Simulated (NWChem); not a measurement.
# SiHF, singlet; SMILES [SiH]F

Computed with NWChem. Low-valent species are run as closed-shell singlets; no triplet was tried in these runs. Coordinates come from a PBE0/def2-SVP optimisation. Ions are spin-unrestricted doublets at the neutral geometry; other ion states weren't tried.

**Question.** Estimate the computed values for PBE/def2-SVP. Quantities: vertical ionisation energy, ΔSCF (eV); −ε(HOMO) (eV).

**Answer.** 
```
Quantity                               Value
-------------------------------------  -----
vertical ionisation energy, ΔSCF (eV)   9.42
−ε(HOMO) (eV)                           5.74
```
